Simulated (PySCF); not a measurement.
Si²⁺ (silicon, charge +2) across methods

[Ne] 3s1 4s1, high-spin 3S determinant (an excited configuration). Calculation: PySCF 2.14, in aug-cc-pwCVDZ; no relativity, point nucleus. The B2PLYP total includes its PT2 part (frozen core); its orbital energies are those of the SCF part.

| method | E (hartree) | mean ε 2p β (eV) | mean ε 3s α (eV) | mean ε 4s α (eV) | Σ⟨r²⟩ (bohr²) | ⟨S²⟩ |
| --- | --- | --- | --- | --- | --- | --- |
| PBE0 | -287.6491 | -130.06 | -35.035 | -12.944 | 30.18 | 2.000 |
| UHF | -287.32603 | -144.92 | -38.355 | -13.952 | 31.30 | 2.000 |
| LDA | -286.6018 | -124.78 | -33.972 | -12.468 | 29.87 | 2.000 |
| r2SCAN | -287.7388 | -126.81 | -34.166 | -12.358 | 30.90 | 2.000 |
| PBE | -287.6215 | -124.66 | -33.796 | -12.490 | 29.91 | 2.000 |
| HSE06 | -287.6655 | -129.61 | -34.663 | -12.597 | 30.14 | 2.000 |
| PBEsol | -287.0914 | -124.50 | -33.754 | -12.447 | 29.94 | 2.000 |
| B2PLYP | -287.6590 | -135.76 | -36.327 | -13.177 | 30.59 | 2.000 |

Estimate the same row for TPSS.

E (hartree) = -287.7855; mean ε 2p β (eV) = -125.19; mean ε 3s α (eV) = -33.710; mean ε 4s α (eV) = -12.453; Σ⟨r²⟩ (bohr²) = 30.07; ⟨S²⟩ = 2.000.

The outer electron is Rydberg-like, and this basis confines it to a smaller radius and binds it less than a complete one would.
